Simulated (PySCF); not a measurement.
**What builds the first ionisation energy along group 8**

All values are computed (PySCF 2.14, energy differences of UHF-based or UKS calculations, no spin-orbit coupling). Each column adds one step, in eV (sums use unrounded values): valence MP2, valence CCSD, valence triples, then the next inner shell at CCSD(T) (Fe 3s 3p, Ru 4s 4p, Os 5s 5p). References (NIST) marked * lie between the lowest fine-structure levels; the others compare directly ((s) semi-empirical, (t) theoretical).

```csv
element,UHF,+ MP2,+ CCSD,+ (T),+ inner shell,sum,reference
"Fe [Ar] 3d6 4s2 → [Ar] 3d6 4s1 (def2-TZVPPD, non-relativistic)",6.368,0.984,0.209,0.082,0.038,7.681,7.904
"Ru [Kr] 4d7 5s1 → [Kr] 4d7 (def2-TZVPPD with the def2 core potential (28 electrons), ECP)",6.301,0.776,-0.048,0.052,0.161,7.242,7.365
"Os [Xe] 4f14 5d6 6s2 → [Xe] 4f14 5d6 6s1 (def2-TZVPPD with the def2 core potential (60 electrons), ECP)",6.504,1.380,-0.009,0.104,0.115,8.093,8.473
```

What remains against the references is mostly basis incompleteness.

These are valence bases, so the inner-shell step is incomplete.
